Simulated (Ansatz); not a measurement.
Ansatz (a first-principles code) input (CCSD(T)/aug-cc-pVDZ):

Ansatz 0.2 input:
```yaml
crystal:
  periodic: [false, false, false]
  atoms:
    - {symbol: B, position_ang: [0.03623425, 0.00377206, -0.00263558]}
    - {symbol: F, position_ang: [0.58678180, 1.16541197, -0.36137801]}
    - {symbol: F, position_ang: [0.85868406, -1.01493611, 0.25623894]}
    - {symbol: N, position_ang: [-1.34673212, -0.14019749, 0.09795746]}
    - {symbol: H, position_ang: [-1.98259214, 0.61380546, -0.09249224]}
    - {symbol: H, position_ang: [-1.78064696, -1.00556612, 0.36621954]}
basis:
  gaussian:
    orbitals: aug-cc-pVDZ
magnetization: {spin_polarized: false}
correlation: {method: ccsd_t, electrons: outside_noble_gas}
output: {forces: true}
```

End of the output:

```
cycle   6  -18.48029419 eV  change   -4.3e-4 eV  update   2.8e-4
cycle   7  -18.48030193 eV  change   -7.7e-6 eV  update   9.1e-5
cycle   8  -18.48023477 eV  change    6.7e-5 eV  update   3.3e-5
cycle   9  -18.48023058 eV  change    4.2e-6 eV  update   1.4e-5
cycle  10  -18.48023962 eV  change   -9.0e-6 eV  update   4.9e-6
perturbative correction -0.47409470 eV, -0.0174226590 hartree
the calculation of the forces begins
Total energy: -7621.51616136 eV, -280.0855528806 hartree
Atom 0 at     0.036234     0.003772    -0.002636 Å, force    -0.456550    -0.047528     0.033208 eV/Å
Atom 1 at     0.586782     1.165412    -0.361378 Å, force     0.438269     0.960906    -0.296019 eV/Å
Atom 2 at     0.858684    -1.014936     0.256239 Å, force     0.663625    -0.846197     0.215870 eV/Å
Atom 3 at    -1.346732    -0.140197     0.097957 Å, force    -0.328740    -0.034223     0.023912 eV/Å
Atom 4 at    -1.982592     0.613805    -0.092492 Å, force    -0.194606     0.274639    -0.070949 eV/Å
Atom 5 at    -1.780647    -1.005566     0.366220 Å, force    -0.121998    -0.307599     0.093978 eV/Å
Dipole moment:    -0.555609    -0.057840     0.040413 e Å
```
